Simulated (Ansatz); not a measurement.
Mulliken charges of `C=C[SiH](O)F` from r2SCAN/def2-TZVPP in Ansatz (PBE0-D4/def2-TZVP geometry).

```tsv
atom	x (Å)	y (Å)	z (Å)	charge (e)
C1	-1.098	0.447	1.114	-0.135
C2	-0.628	0.706	-0.104	-0.238
Si3	0.597	-0.388	-0.952	0.774
O4	1.351	-1.384	0.099	-0.408
F5	1.651	0.570	-1.679	-0.328
H6	-0.778	-0.427	1.675	0.078
H7	-1.825	1.088	1.605	0.082
H8	-0.994	1.592	-0.621	0.077
H9	0.016	-1.264	-1.989	-0.105
H10	1.792	-0.993	0.855	0.202
```

Question: By hand: the dipole of these point charges (1 e Å = 4.8032 D).

Answer: Σ q r = (-0.260, -0.040, 0.244) e Å, of length 0.359 e Å = 1.72 D.

Question: How does the dipole of the full density compare? (Estimate.)

Answer: The calculation gave: (-0.194, 0.130, 0.390) e Å, 2.18 D; the point charges give 0.79 times that, at 31° from its direction.

Point charges leave out the atoms' own dipoles, such as those of lone pairs, and Mulliken's split depends on the basis, so the two needn't agree.
